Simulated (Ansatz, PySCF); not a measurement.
System: SF3, net charge 1, singlet state. It need not be the lowest isomer of its formula. 
Coordinates optimised at B3LYP-D3(BJ)/def2-TZVP (Ansatz, a quantum-chemistry and plane-wave program):
```
S
F 1 1.5137
F 1 1.5137 2 99.66
F 1 1.5137 2 99.66 3 101.63
```
Charge +1, spin multiplicity 1.

Quantity: vertical ionisation energy (to the doublet state of charge +2; each state is the SCF solution reached for its spin; the molecule has degenerate orbitals, so one determinant may break the symmetry), in eV. Valence correlation only, unless marked. UHF or UKS for open shells. Spin-orbit coupling is left out. No relativistic terms. CBS(X,Y): correlation extrapolated as X^-3; Hartree-Fock from the larger set.

| level | program | vertical ionisation energy (eV) |
|---|---|---|
| HF/aug-cc-pV(D+d)Z | Ansatz | 22.07 |
| HF/aug-cc-pV(T+d)Z | Ansatz | 22.00 |
| SVWN5/def2-TZVPD | Ansatz | 21.99 |
| wB97M-V/def2-TZVPD | Ansatz | 22.25 |
| MP2/aug-cc-pV(D+d)Z | Ansatz | 22.27 |
| RI-MP2/aug-cc-pV(Q+d)Z | Ansatz | 22.50 |
| RI-MP2/CBS(aug-cc-pV(T+d)Z,aug-cc-pV(Q+d)Z) | Ansatz | 22.56 |
| SCS-MP2/aug-cc-pV(D+d)Z | Ansatz | 22.34 |
| CCSD/aug-cc-pV(D+d)Z | Ansatz | 22.31 |

For comparison, minus the highest occupied orbital energy (PySCF): 20.00 eV at MN15/def2-TZVPD, 19.38 eV at PW6B95/def2-TZVPD, 20.68 eV at CAM-B3LYP/def2-TZVPD.
